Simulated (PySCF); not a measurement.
**Ionisation energy of Er⁵⁴⁺ by level of theory**

Er⁵⁴⁺ [Ne] 3s2 3p2 (3P) → Er⁵⁵⁺ [Ne] 3s2 3p1 (2P), as a difference of total energies. All numbers are calculated (PySCF 2.14, scalar relativity by spin-free X2C-1e, in an uncontracted even-tempered set (17 s from 13 bohr⁻², ratio 2.5; 12 p from 17 bohr⁻², ratio 2.5; 4 d from 67 bohr⁻², ratio 2.7; 4 f from 100 bohr⁻², ratio 2.7)). Correlated levels: outer shells: 1s2 frozen; virtual orbitals above 40 to 60 times the deepest correlated orbital energy dropped. The calculations carry no spin-orbit coupling.

| method | ionisation energy (eV) |
| --- | --- |
| UHF | 5179.4 |
| MP2 (outer shells) | 5180.0 |
| SCS-MP2 (outer shells) | 5179.8 |
| CCSD (outer shells) | 5179.9 |
| CCSD(T) (outer shells) | 5179.9 |

Spin-orbit coupling is strong in these open shells (close to jj coupling). The scalar numbers leave it out and a first-order estimate fails, so it can dominate the gap to the real levels.

Breit and QED terms and the two-electron picture change are absent.

For comparison: 5329 ± 5 eV (theoretical estimate listed by NIST; NIST Atomic Spectra Database, ionization energies).
